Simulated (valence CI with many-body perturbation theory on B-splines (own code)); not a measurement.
**E1 line list for Cs VI**

Method: configuration interaction combined with many-body perturbation theory (CI+MBPT): four valence electrons over a frozen Dirac-Fock core [Kr] 4d10, radial functions for each j: 11 s, 11 p, 10 d, 8 f, 5 g, 2 h, with the one-electron correlation potential Σ1, the two-electron term Σ2, the three-electron term Σ3, Breit, model QED; selected CI, second order for the rest, scaled by the run's own slope (own B-spline code, finite nucleus).

Set against measurement, 29 paired levels are off by 360 cm⁻¹ on average, the worst by 760. These come from a selection out of Sansonetti, J. Phys. Chem. Ref. Data 38, 761 (2009). Levels without a partner in it may be off by more, other configurations by several thousand cm⁻¹. Among the levels kept, up to 480 cm⁻¹ of a level comes from second order outside the variational space, and about a tenth of that is noise between levels of different J, which matters for small intervals.

Lines 1 to 50 of 553 in falling wavelength, among levels below 359520 cm⁻¹, chosen from the strongest by gf and those to the six lowest levels. Wavelengths and rates use the calculated energies, so an error of 400 cm⁻¹ moves a line at 18570 Å by 7.4 % and its rate by three times that or more. Electric multipoles are in the length gauge, E1 and E2 with the static RPA response of the core. Weak lines are less certain than strong ones. Lines between different terms over intervals too small for the method are left out, as are lines whose strength nearly cancels. Where a level lies close to another of its J and parity, the split of strength between their lines is uncertain. The highest levels of a list are the least certain.

Names give the largest LS component (configuration and term), which can be under half, so a name can repeat, a term be missing and a line seem to break the LS rules; names also repeat where a configuration has a term twice. Letters in brackets count levels of one name in rising energy.

| λ vac (Å) | Upper | Lower | A (s⁻¹) | S (a.u.) |
| --- | --- | --- | --- | --- |
| 18570 | 5s2.5p.6d 3F°_2 | 5s2.5p.5f 3G_3 | 1.17e+06 | 1.84e+01 |
| 12890 | 5s.5p2.5d 5F_4 | 4f.5s.5p2 5G°_5 | 5.07e+05 | 4.82e+00 |
| 10980 | 5s.5p2.5d 5F_5 | 4f.5s.5p2 5G°_6 | 8.04e+05 | 5.79e+00 |
| 10380 | 5s2.5p.6d 3F°_3 | 5s2.5p.5f 3F_4 | 3.69e+06 | 1.43e+01 |
| 8518 | 5s.5p2.5d 3F_4 [a] | 4f.5s.5p2 3G°_5 [a] | 1.06e+06 | 2.92e+00 |
| 7441 | 5s.5p2.5d 3G_5 | 4f.5s.5p2 3H°_6 | 2.18e+06 | 4.88e+00 |
| 6680 | 5s.5p2.5d 3G_4 | 4f.5s.5p2 3G°_5 [b] | 1.80e+06 | 2.38e+00 |
| 6198 | 5s2.5p.6d 3P°_2 | 5s.5p2.5d 3F_3 [c] | 1.18e+07 | 6.91e+00 |
| 5901 | 5s2.5p.6d 3D°_1 | 5s.5p2.5d 3F_2 [c] | 1.67e+07 | 5.07e+00 |
| 5056 | 5s2.5p.5d 3D°_3 | 4f.5s2.5p 3F_4 | 3.23e+06 | 1.44e+00 |
| 4696 | 5s2.5p.5d 1F°_3 | 4f.5s2.5p 1G_4 | 6.46e+06 | 2.31e+00 |
| 4638 | 5s.5p2.5d 3D_3 [a] | 4f.5s.5p2 3F°_4 [a] | 3.99e+06 | 1.37e+00 |
| 3113 | 5s2.5p.6d 3F°_3 | 5s.5p2.5d 3G_4 | 8.81e+06 | 9.18e-01 |
| 2936 | 5s2.5p.6d 3F°_2 | 5s.5p2.5d 3G_3 | 1.86e+07 | 1.16e+00 |
| 2599 | 5s2.5p.6p 3P_1 [b] | 5s2.5p.6s 1P°_1 | 1.54e+08 | 4.00e+00 |
| 2597 | 5s2.5p.6p 3D_1 | 5s2.5p.6s 3P°_1 | 1.77e+08 | 4.59e+00 |
| 2497 | 5s2.5p.6p 3D_1 | 5s2.5p.6s 3P°_0 | 1.00e+08 | 2.31e+00 |
| 2493 | 4f.5s.5p2 3D°_3 [b] | 5s2.5p.6p 3D_2 | 1.55e+07 | 8.29e-01 |
| 2467 | 5s2.5p.6p 3P_2 | 5s2.5p.6s 1P°_1 | 7.23e+07 | 2.68e+00 |
| 2392 | 5s2.5p.6p 3P_1 [b] | 5s2.5p.6s 3P°_2 | 1.41e+08 | 2.85e+00 |
| 2337 | 4f.5s.5p2 3F°_4 [c] | 5s2.5p.6p 3D_3 | 1.41e+07 | 8.02e-01 |
| 2280 | 5s2.5p.6p 3P_2 | 5s2.5p.6s 3P°_2 | 3.35e+08 | 9.79e+00 |
| 2223 | 5s2.5p.6p 3P_0 | 5s2.5p.6s 3P°_1 | 4.56e+08 | 2.47e+00 |
| 2181 | 5s2.5p.6p 3S_1 | 5s2.5p.6s 1P°_1 | 1.42e+08 | 2.17e+00 |
| 2149 | 5s2.5p.6p 3D_3 | 5s2.5p.6s 3P°_2 | 5.03e+08 | 1.72e+01 |
| 2137 | 5s.5p2.5d 5D_2 | 5s2.5p.6s 3P°_1 | 4.44e+07 | 1.07e+00 |
| 2126 | 5s2.5p.6p 3P_1 [a] | 5s2.5p.6s 3P°_1 | 1.02e+08 | 1.45e+00 |
| 2105 | 5s2.5p.6p 3D_2 | 5s2.5p.6s 3P°_1 | 4.72e+08 | 1.09e+01 |
| 2079 | 5s.5p2.5d 5D_1 | 5s2.5p.6s 3P°_0 | 4.56e+07 | 6.07e-01 |
| 2072 | 5s2.5p.6p 1D_2 | 5s2.5p.6s 1P°_1 | 4.39e+08 | 9.64e+00 |
| 2059 | 5s2.5p.6p 3P_1 [a] | 5s2.5p.6s 3P°_0 | 3.61e+08 | 4.67e+00 |
| 2033 | 5s2.5p.6p 3S_1 | 5s2.5p.6s 3P°_2 | 3.91e+08 | 4.87e+00 |
| 1997 | 5s2.5p.6p 3D_1 | 5s2.5p.5d 1P°_1 | 5.83e+07 | 6.87e-01 |
| 1947 | 5s2.5p.6d 3F°_3 | 5s2.5p.6p 3P_2 | 2.97e+07 | 7.58e-01 |
| 1939 | 5s2.5p.6p 1D_2 | 5s2.5p.6s 3P°_2 | 1.46e+08 | 2.62e+00 |
| 1793 | 4f.5s.5p2 3D°_2 [c] | 5s2.5p.6p 3P_1 [a] | 7.26e+07 | 1.03e+00 |
| 1758 | 5s2.5p.6p 1S_0 | 5s2.5p.6s 1P°_1 | 1.03e+09 | 2.75e+00 |
| 1660 | 4f.5s.5p2 1F°_3 [c] | 5s2.5p.6p 3D_2 | 2.50e+08 | 3.95e+00 |
| 1581 | 5s2.5p.6d 3F°_2 | 5s2.5p.6p 3D_2 | 1.72e+08 | 1.68e+00 |
| 1570 | 5s2.5p.6d 3F°_2 | 5s2.5p.6p 3P_1 [a] | 7.81e+07 | 7.45e-01 |
| 1548 | 5s2.5p.6d 3P°_2 | 5s2.5p.6p 3D_2 | 1.69e+08 | 1.55e+00 |
| 1540 | 5s2.5p.6d 3F°_3 | 5s2.5p.6p 3D_2 | 1.08e+09 | 1.36e+01 |
| 1540 | 5s2.5p.6d 3D°_1 | 5s2.5p.6p 3P_1 [a] | 1.57e+08 | 8.51e-01 |
| 1537 | 5s2.5p.6d 3P°_2 | 5s2.5p.6p 3P_1 [a] | 1.32e+09 | 1.18e+01 |
| 1526 | 5s2.5p.6d 3P°_2 | 5s.5p2.5d 5D_1 | 1.82e+08 | 1.60e+00 |
| 1524 | 5s2.5p.6d 3F°_3 | 5s.5p2.5d 5D_2 | 1.07e+08 | 1.31e+00 |
| 1506 | 5s2.5p.6p 3S_1 | 5s2.5p.6s 3P°_1 | 1.03e+08 | 5.21e-01 |
| 1493 | 5s2.5p.6d 3D°_1 | 5s2.5p.6p 3P_0 | 9.77e+08 | 4.82e+00 |
| 1481 | 4f.5s.5p2 3F°_2 [e] | 5s2.5p.6p 3D_1 | 1.58e+08 | 1.27e+00 |
| 1417 | 5s2.5p.6p 3P_1 [b] | 5s2.5p.5d 1P°_1 | 1.70e+08 | 7.15e-01 |
